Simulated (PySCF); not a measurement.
HS2, SMILES [S]S, multiplicity 2. Geometry optimised at r2SCAN-D4/def2-TZVP. The isomer is the one that the SMILES or the coordinates give; other isomers of the formula were not compared.

These are r2SCAN-D4/def2-TZVP in PySCF 2.14.0 values and carry that method's errors.

Harmonic wavenumbers (cm⁻¹): 606, 922, 2526. Rotational constants (GHz): 296.6, 7.974, 7.765; symmetry number 1.

Problem. Work out the zero-point energy and the ideal-gas rigid-rotor harmonic-oscillator thermochemistry at 298.15 K and 1 atm.

Solution. ZPE = ½ Σ hcν = ½ × 4054 cm⁻¹ = 24.25 kJ/mol. H − E(el) = 34.71 kJ/mol. Entropy in J/(mol K): translation 160.83, rotation 85.35, vibration 2.37, spin 5.76, total 254.31. G − E(el) = -41.12 kJ/mol. Cp = 39.50 J/(mol K).
